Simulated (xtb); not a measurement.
C₄H₉O₂, doublet, geometry from GFN2-xTB; xtb 6.7.1 with GFN2-xTB.

Here is a job for xtb.
```
$ xtb mol.xyz --gfn 2 --uhf 1 --json

# file mol.xyz
15

C      1.83398910    -0.05855055    -0.51584743
O      1.01366474    -0.97588336     0.14035165
C      0.17203845    -0.38862694     1.06563895
C     -0.92067166     0.49003002     0.28976070
C     -1.82286023    -0.43923206    -0.53159534
O     -0.31173085     1.44111504    -0.39772340
H      1.16581367     0.77483482    -0.87095043
H      2.30969825    -0.56454254    -1.35220486
H      2.57575336     0.38630225     0.15658947
H      0.71290705     0.28270287     1.74358571
H     -0.32942819    -1.18480196     1.61486023
H     -1.50146339     0.93127672     1.13008781
H     -2.55124252     0.16137083    -1.07071367
H     -1.22878006    -0.99088187    -1.25557556
H     -2.34370308    -1.13983724     0.11555395
```

Output, abridged:

```
   ID    Z sym.   atoms
    1    6 C      1, 3-5
    2    8 O      2, 6
    3    1 H      7-15

           -------------------------------------------------
          |                Calculation Setup                |
           -------------------------------------------------

           -------------------------------------------------
          |                 G F N 2 - x T B                 |
           -------------------------------------------------

          ...................................................
          :                      SETUP                      :
          :.................................................:
          :  # basis functions                  33          :
          :  # atomic orbitals                  33          :
          :  # shells                           21          :
          :  # electrons                        37          :
          :  max. iterations                   250          :
          :  Hamiltonian                  GFN2-xTB          :
          :  restarted?                      false          :
          :  GBSA solvation                  false          :
          :  PC potential                    false          :
          :  electronic temp.          300.0000000     K    :
          :  accuracy                    1.0000000          :
          :  -> integral cutoff          0.2500000E+02      :
          :  -> integral neglect         0.1000000E-07      :
          :  -> SCF convergence          0.1000000E-05 Eh   :
          :  -> wf. convergence          0.1000000E-03 e    :
          :  Broyden damping             0.4000000          :
          :  net charge                          0          :
          :  unpaired electrons                  1          :
          ...................................................

 iter      E             dE          RMSdq      gap      omega  full diag
   1    -21.3425915 -0.213426E+02  0.368E+00   10.87       0.0  T
   2    -21.3907028 -0.481113E-01  0.205E+00    9.99       1.0  T
   3    -21.3935487 -0.284592E-02  0.105E+00   10.45       1.0  T
   4    -21.3952399 -0.169120E-02  0.158E-01   10.34       1.0  T
   5    -21.3953228 -0.828870E-04  0.773E-02   10.38       1.0  T
   6    -21.3953254 -0.263426E-05  0.267E-02   10.37       1.0  T
   7    -21.3953279 -0.248356E-05  0.648E-03   10.37       4.0  T
   8    -21.3953280 -0.776698E-07  0.247E-03   10.38      10.5  T
   9    -21.3953280 -0.640376E-08  0.741E-04   10.38      34.9  T
  10    -21.3953280 -0.153034E-08  0.196E-04   10.38     131.6  T

   *** convergence criteria satisfied after 10 iterations ***

         :::::::::::::::::::::::::::::::::::::::::::::::::::::
         ::                     SUMMARY                     ::
         :::::::::::::::::::::::::::::::::::::::::::::::::::::
         :: total energy             -21.196658035264 Eh    ::
         :: gradient norm              0.000054052421 Eh/a0 ::
         :: HOMO-LUMO gap             10.375455980680 eV    ::
         ::.................................................::
         :: SCC energy               -21.395313786431 Eh    ::
         :: -> isotropic ES            0.046815426616 Eh    ::
         :: -> anisotropic ES          0.001237817399 Eh    ::
         :: -> anisotropic XC          0.002058034196 Eh    ::
         :: -> dispersion             -0.008069566727 Eh    ::
         :: repulsion energy           0.198655751167 Eh    ::
         :: add. restraining           0.000000000000 Eh    ::
         :: total charge               0.000000000000 e     ::
         :::::::::::::::::::::::::::::::::::::::::::::::::::::

           -------------------------------------------------
          |                Property Printout                |
           -------------------------------------------------

    * Orbital Energies and Occupations

         #    Occupation            Energy/Eh            Energy/eV
      -------------------------------------------------------------
         1        2.0000           -0.7327068             -19.9380
       ...           ...                  ...                  ...
         7        2.0000           -0.5797663             -15.7762
         8        2.0000           -0.5697948             -15.5049
         9        2.0000           -0.5511761             -14.9983
        10        2.0000           -0.5200542             -14.1514
        11        2.0000           -0.5080328             -13.8243
        12        2.0000           -0.5052040             -13.7473
        13        2.0000           -0.4825452             -13.1307
        14        2.0000           -0.4777215             -12.9995
        15        2.0000           -0.4639031             -12.6234
        16        2.0000           -0.4572284             -12.4418
        17        2.0000           -0.4428593             -12.0508
        18        2.0000           -0.3864643             -10.5162
        19        1.0000           -0.3579496              -9.7403 (HOMO)
        20                          0.0233414               0.6352 (LUMO)
        21                          0.0411210               1.1190
        22                          0.0971584               2.6438
        23                          0.1101199               2.9965
        24                          0.1248683               3.3978
        25                          0.1379128               3.7528
        26                          0.1643312               4.4717
        27                          0.1791384               4.8746
        28                          0.1850273               5.0348
        29                          0.2059138               5.6032
        30                          0.2169642               5.9039
       ...                                ...                  ...
        33                          0.3328523               9.0574
      -------------------------------------------------------------
                  HL-Gap            0.3812910 Eh           10.3755 eV
             Fermi-level           -0.2697555 Eh           -7.3404 eV

     #   Z          covCN         q      C6AA      α(0)
     1   6 C        3.664     0.022    20.465     6.489
     2   8 O        1.704    -0.235    17.892     5.711
     3   6 C        3.711     0.075    19.451     6.302
     4   6 C        3.714     0.153    18.237     6.102
     5   6 C        3.751    -0.124    22.948     6.832
     6   8 O        0.856    -0.457    22.849     6.409
     7   1 H        0.919     0.147     1.412     1.858
     8   1 H        0.925     0.072     2.066     2.248
     9   1 H        0.924     0.053     2.285     2.364
    10   1 H        0.924     0.046     2.366     2.405
    11   1 H        0.925     0.063     2.168     2.302
    12   1 H        0.921     0.043     2.416     2.431
    13   1 H        0.925     0.054     2.265     2.353
    14   1 H        0.925     0.056     2.244     2.343
    15   1 H        0.925     0.031     2.570     2.507

 Mol. C6AA /au·bohr⁶  :       1616.664512
 Mol. C8AA /au·bohr⁸  :      33528.693632
 Mol. α(0) /au        :         58.656098

Wiberg/Mayer (AO) data.
largest (>0.10) Wiberg bond orders for each atom

 ---------------------------------------------------------------------------
     #   Z sym  total        # sym  WBO       # sym  WBO       # sym  WBO
 ---------------------------------------------------------------------------
     1   6 C    3.922 --     2 O    1.025     8 H    0.975     9 H    0.964
                             7 H    0.824
     2   8 O    2.256 --     3 C    1.047     1 C    1.025     6 O    0.108
     3   6 C    3.933 --     2 O    1.047    11 H    0.967    10 H    0.965
                             4 C    0.817
     4   6 C    3.970 --     6 O    1.232     5 C    0.985    12 H    0.892
                             3 C    0.817
     5   6 C    3.995 --    15 H    0.988     4 C    0.985    14 H    0.983
                            13 H    0.981
     6   8 O    1.726 --     4 C    1.232     7 H    0.129     2 O    0.108
     7   1 H    0.978 --     1 C    0.824     6 O    0.129
     8   1 H    0.995 --     1 C    0.975
     9   1 H    0.997 --     1 C    0.964
    10   1 H    0.998 --     3 C    0.965
    11   1 H    0.996 --     3 C    0.967
    12   1 H    0.994 --     4 C    0.892
    13   1 H    0.997 --     5 C    0.981
    14   1 H    0.997 --     5 C    0.983
    15   1 H    0.999 --     5 C    0.988
 ---------------------------------------------------------------------------

Topologies differ in total number of bonds
Writing topology from bond orders to xtbtopo.mol

molecular dipole:
                 x           y           z       tot (Debye)
 q only:        0.349      -0.643       0.408
   full:        0.277      -0.685       0.629       2.466
molecular quadrupole (traceless):
                xx          xy          yy          xz          yz          zz
 q only:        4.309       2.448      -6.305      -2.312       1.172       1.996
  q+dip:        4.951       2.053      -7.606      -1.535       2.337       2.654
   full:        5.245       2.079      -7.630      -1.974       1.937       2.384

           -------------------------------------------------
          | TOTAL ENERGY              -21.196658035264 Eh   |
          | GRADIENT NORM               0.000054052421 Eh/α |
          | HOMO-LUMO GAP              10.375455980680 eV   |
           -------------------------------------------------

normal termination of xtb
```
